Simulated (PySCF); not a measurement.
methyl 2-iodoprop-2-enoate (C4H5IO2), SMILES C=C(I)C(OC)=O. Coordinates come from a PBE-D3(BJ)/def2-SVP optimisation. The def2 effective core potentials stand for the cores of I; spin–orbit coupling is left out. The values are those of a single conformer.

Computed equilibrium geometry at PBE-D3(BJ)/def2-SVP (PySCF confirms it by a frequency run) as a Z-matrix, and its point group (one conformer of several):
point group Cs.
```
C
O 1 1.2191
O 1 1.3466 2 124.05
C 3 1.4324 1 115.26 2 0.00
H 4 1.1040 3 106.01 1 180.00
H 4 1.1087 5 110.60 3 120.06
H 4 1.1087 5 110.60 6 119.89
C 1 1.5026 2 122.87 3 180.00
C 8 1.3464 1 119.61 2 0.00
H 9 1.0986 8 122.55 1 180.00
H 9 1.1023 10 119.48 8 180.00
I 8 2.1253 9 121.00 10 0.00
```
